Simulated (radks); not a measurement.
Results of a calculation; reference values are marked as such.
Problem. The mean radii <r> (bohr) of the occupied orbitals of an atom or ion are listed with their occupations. Level of theory: scalar-relativistic Kohn-Sham, LDA (Slater exchange, Perdew-Zunger correlation), spin-polarised, spherical densities, finite nucleus; Fermi nuclear charge, rms radius of each element as measured or else 0.836 A^(1/3) + 0.57 fm (a radial shooting solver on a logarithmic mesh with Libxc functionals).

| orbital | occ. | <r> |
|---|---|---|
| 1s down | 1 | 0.06973 |
| 1s up | 1 | 0.06973 |
| 2s up | 1 | 0.3260 |
| 2s down | 1 | 0.3258 |
| 2p up | 3 | 0.2905 |
| 2p down | 3 | 0.2902 |
| 3s up | 1 | 1.009 |
| 3s down | 1 | 1.010 |
| 3p up | 3 | 1.087 |
| 3p down | 3 | 1.090 |
| 3d up | 2 | 1.582 |
| 4s up | 1 | 3.431 |
| 4s down | 1 | 3.569 |

Name the element and its charge. Open shells, if any, are filled with parallel spins first.

Solution. Z = 22, titanium, charge 0: Ti in [Ar] 3d2 4s2. The 1s radius gives Z: for a bare nucleus <r> = (2 gamma + 1)/(2Z) with gamma = sqrt(1 - (Z/c)^2), 0.06759 bohr for Z = 22, and screening makes it slightly larger (0.06973 here). The occupations add up to 22, and the charge is Z minus that.
